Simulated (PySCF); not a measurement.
C₃H₅BO₂, SMILES C=CB(C=O)O.

Coordinates come from a B3LYP-D3(BJ)/def2-SVP optimisation. The structure was generated by enumeration, and PubChem lists no compound with its InChIKey, so it may never have been made. The values are those of a single conformer.

Calculation: PySCF with ωB97X/def2-TZVP.

Isolated molecule, no solvent.

Problem. Estimate the frontier levels, gap, dipole moment and polarisability. (An estimate is asked for; the answer gives what the named calculation found.)

Solution. 
```
Property                                                                                                       Result
---------------------------------------------------------------------------------------------  ----------------------
highest occupied level                                                                                       -9.88 eV
lowest empty level                                                                                           -0.34 eV
orbital gap                                                                                                   9.54 eV
dipole moment                                                                                                  2.05 D
quadrupole, principal values (traceless, Buckingham form, about the centre of nuclear charge)  -3.63, -0.48, 4.11 D·Å
mean static polarisability                                                                       54.8 bohr³ (8.12 Å³)
polarisability, principal values                                                               34.5, 55.4, 74.5 bohr³
```
